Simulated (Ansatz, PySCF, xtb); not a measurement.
Breaking the Ge3–H4 bond in BeFGeH3 (SMILES [F][Be][GeH3]) (multiplicity 1 held, fragments rigid). Energies count from the point at 1.542 Å.
Geometry at that point (charge 0, multiplicity 1):
```json
[
 {"atom": "Be", "x (Å)": "-0.3470", "y (Å)": "0.9882", "z (Å)": "-0.8966"},
 {"atom": "F", "x (Å)": "-0.6923", "y (Å)": "1.9715", "z (Å)": "-1.7887"},
 {"atom": "Ge", "x (Å)": "0.2051", "y (Å)": "-0.5840", "z (Å)": "0.5299"},
 {"atom": "H", "x (Å)": "1.1083", "y (Å)": "-1.6594", "z (Å)": "-0.1077"},
 {"atom": "H", "x (Å)": "0.9752", "y (Å)": "-0.0259", "z (Å)": "1.7441"},
 {"atom": "H", "x (Å)": "-1.0277", "y (Å)": "-1.3213", "z (Å)": "1.0916"}
]
```

R- and RO- levels are restricted; in cc, def2 and unpolarised 6-31G sets they are followed outwards from rest. U- levels take the lowest unrestricted solution at each point, which mixes spins at long bonds. Curves can end on different states.

Correlated levels freeze the cores. Filled d and f shells under p-block atoms count as core. Rows in LANL2DZ carry no dispersion term and start afresh at each structure. LANL2DZ brings its own core potentials from Na on.

Run with Ansatz (an electronic-structure program) with Gaussian orbitals; PySCF for LANL2DZ rows; xtb for the GFN methods.  The GFN methods have no spin term and hold the electronic entropy of 300 K.

### Question
One of these levels gives 157.51 kcal/mol for the energy at R = 4.936 Å. Which?
A. GFN2-xTB
B. U-SCS-MP2/cc-pVTZ
C. U-HF/LANL2DZ
D. R-HF/cc-pVTZ

### Answer
D, R-HF/cc-pVTZ. The others give 90.07 (GFN2-xTB), 61.72 (U-HF/LANL2DZ), 83.25 (U-SCS-MP2/cc-pVTZ)

Doubts at one or more of the structures used: a spin-contaminated determinant (U-HF/LANL2DZ, U-SCS-MP2/cc-pVTZ); a restricted determinant that unrestricted orbitals would lower (R-HF/cc-pVTZ).
